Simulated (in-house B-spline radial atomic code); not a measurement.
## Solving the quasi-particle equation for 4s of Zn

Configuration [Ar] 3d10 4s2, start PBE; correlation leaves out the 2 deepest shells. Computed with a B-spline radial code for spherical atoms: all electrons, scalar-relativistic (spin-free one-electron X2C), finite nucleus, each spin shell either full or empty, empty states to l = 9 with an (l + 1/2)⁻⁴ tail; G0W0 by contour deformation at full frequency.

At the mean-field level ε = -5.976 eV the matrix elements are Σx = -12.062 eV, v_xc = -9.756 eV and Σc(ε) = -1.707 eV, and the slope of the correlation self-energy is dΣc/dω = -0.1368. The quasi-particle energy solves E = ε + Σx − v_xc + Σc(E).

(1) What does the linearised equation give?

(2) How does that compare with the full solution and with static screening?

## Answers

(1) Z = 1/(1 − dΣc/dω) = 1/1.1368 = 0.8797. The first-order shift is Σx − v_xc + Σc(ε) = -12.062 − (-9.756) + (-1.707) = -4.013 eV, so E ≈ ε + Z × shift = -5.976 + 0.8797 × (-4.013) = -9.506 eV.

(2) Solving the equation at full frequency dependence gives E = -9.417 eV, where Σc = -1.136 eV and the weight is 0.811; the linearised value is off by 90 meV. Leaving Z out would give -9.989 eV. Static COHSEX puts -3.355 eV in place of Σc and gives -11.637 eV, 2.22 eV deeper. The tabulated removal energy is 9.394 eV (NIST, measured); the run leaves out spin-orbit coupling, Breit and QED terms.
